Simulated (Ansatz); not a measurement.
F3H4NO2Si2, SMILES `O[SiH](F)N[Si](O)(F)F` at its PBE0-D4/def2-TZVP geometry, where that method's forces vanish. The species carries charge 0 and has multiplicity 1.

```xyz
12

O    -0.8687    1.7437   -1.7674
Si   -0.8003    1.0079   -0.3192
F    -1.9703   -0.0729   -0.1469
N     0.6793    0.1632   -0.3021
Si    1.1372   -1.1633    0.6569
O    -0.1187   -1.7351    1.4910
F     1.8128   -2.2516   -0.2716
F     2.2466   -0.7924    1.7152
H    -1.4801    2.4708   -1.8888
H    -1.0113    1.9615    0.7859
H     1.3420    0.4690   -1.0027
H    -0.9686   -1.8007    1.0497
```

Question: What forces (eV/Å) does B3LYP-D4/def2-TZVPP give on these atoms in Ansatz 0.2.0? (Estimate.)

Answer: Computed: 
```
O1  -0.032  0.082 -0.104
Si2  0.038  0.204  0.159
F3  -0.150 -0.141  0.026
N4   0.051  0.031 -0.048
Si5 -0.002  0.032 -0.020
O6  -0.125 -0.048  0.039
F7   0.093 -0.166 -0.133
F8   0.163  0.060  0.159
H9  -0.011  0.034 -0.058
H10  0.016 -0.061 -0.067
H11  0.003 -0.003  0.011
H12 -0.044 -0.024  0.036
```

B3LYP here is the variant with VWN-RPA as its local correlation; programs differ in this.
